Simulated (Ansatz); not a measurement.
Input for Ansatz (a quantum-chemistry and plane-wave program): U-PBE/def2-TZVPP on BBr2 (SMILES Br[B]Br), 2S+1 = 2, atoms moved off the minimum.

Ansatz 0.2 input:
```yaml
crystal:
  periodic: [false, false, false]
  atoms:
    - {symbol: Br, position_ang: [-1.37161806, -0.16366365, 0.00940224]}
    - {symbol: B, position_ang: [-0.02343457, 0.79029743, 0.08561780]}
    - {symbol: Br, position_ang: [1.67467310, -0.10906508, 0.12323903]}
basis:
  gaussian:
    orbitals: def2-TZVPP
hamiltonian:
  xc: {name: PBE}
magnetization: {spin_polarized: true, initial_magnetization: 1}
output: {forces: true}
```

The log:

```
WARN ansatz: RAYON_NUM_THREADS=4 ignored (pool sized by the plan → 4); use --threads N
Functional definition: PBE
integrals: 0.05 GiB planned
921 factors; their error is unknown
mean field: 0.49 GiB planned
mean field evaluation 1: about -140742.7926 eV, gradient 2.5e1 eV
mean field evaluation 2: about -140734.9602 eV, gradient 4.3e1 eV
mean field evaluation 4: about -140745.8997 eV, gradient 2.9e0 eV
mean field evaluation 8: about -140745.9545 eV, gradient 4.4e-2 eV
mean field evaluation 16: about -140745.9095 eV, gradient 4.1e-5 eV
mean field -140745.90951134 eV, -5172.3167735380 hartree, gradient 4.1e-5 eV, S^2 0.753342; 0 other end points of the search recorded, 0 dependent functions left out
the calculation of the forces begins
reference -140745.90954290 eV, -5172.3167746975 hartree; 38, 37 occupied and 89, 90 virtual orbitals, 921 factors
Total energy: -140745.90954290 eV, -5172.3167746975 hartree
Atom 0 at    -1.371618    -0.163664     0.009402 Å, force    -7.083598    -4.014397    -0.372723 eV/Å
Atom 1 at    -0.023435     0.790297     0.085618 Å, force     6.450760     3.557309     0.336689 eV/Å
Atom 2 at     1.674673    -0.109065     0.123239 Å, force     0.632838     0.457088     0.036034 eV/Å
Dipole moment:    -0.248821    -0.153139    -0.013429 e Å
```

The calculation finished and met its thresholds.

Cost: very roughly 3 core-seconds.
